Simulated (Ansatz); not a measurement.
`C[CH]1[CH2][Al]1[CH3]`. Total charge 0; spin multiplicity 1. All single points use the PBE0-D4/def2-TZVP geometry.

```xyz
14

C    -1.519    0.555   -1.465
C    -0.357   -0.264   -0.957
C     1.068    0.435   -0.944
Al    0.534   -0.287    0.737
C     0.774   -0.703    2.621
H    -1.420    0.777   -2.536
H    -2.471    0.037   -1.320
H    -1.596    1.516   -0.947
H    -0.294   -1.224   -1.479
H     0.995    1.521   -1.052
H     1.803    0.047   -1.648
H     1.498   -0.036    3.095
H     1.152   -1.725    2.723
H    -0.168   -0.649    3.172
```

(1) What is the dipole moment at r2SCAN/def2-TZVPP? (Estimate.)

(2) And with PBE, B3LYP, ωB97M-V? (Estimate.)

(3) Give the Mulliken charges with r2SCAN, B3LYP, ωB97M-V in def2-TZVPP. (An estimate is asked.)

## Answers

(1) The calculation gave: 1.75 D, with components (0.16, -0.52, 1.66) D in this frame, pointing from negative to positive charge.

(2) The calculation gave: PBE 1.67 D, B3LYP 1.80 D, ωB97M-V 1.89 D.

(3) Ansatz gave: 
```
atom  r2SCAN  B3LYP  ωB97M-V
  C1   -0.10  -0.22    -0.29
  C2   -0.15  -0.13    -0.19
  C3   -0.31  -0.29    -0.34
 Al4    0.48   0.37     0.43
  C5   -0.33  -0.39    -0.46
  H6    0.03   0.07     0.10
  H7    0.04   0.08     0.10
  H8    0.01   0.05     0.07
  H9    0.02   0.05     0.08
 H10    0.04   0.06     0.08
 H11    0.05   0.07     0.09
 H12    0.07   0.10     0.12
 H13    0.06   0.09     0.10
 H14    0.07   0.10     0.11
```

B3LYP here is the variant with VWN-RPA as its local correlation; programs differ in this.
